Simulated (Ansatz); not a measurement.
Stepwise substitution at one centre (Ga Cl-SH). Gas-phase values, no solvent. One relaxed conformer stands for each flexible species; it need not be the lowest. Strings in code marks are SMILES.

Quantity: vertical ionisation energy (energy after one electron is removed minus that of the parent at the parent's geometry), in eV.

A: `[SH][Ga]([SH])[SH]`
B: `[SH][Ga]([Cl])[Cl]` (H–S–Ga–Cl torsion 180°)
C: `[SH][Ga]([SH])[Cl]` (H–S–Ga–Cl torsion 0°, Cl–Ga–S–H torsion -180°)

Question: Order them by vertical ionisation energy (energy after one electron is removed minus that of the parent at the parent's geometry) (lowest first) at the level frozen-core CCSD(T)/cc-pVTZ // r2SCAN-D4/def2-TZVP (Ansatz, a quantum-chemistry and plane-wave program).

Answer: A (9.85 eV), C (10.15 eV), B (10.56 eV)
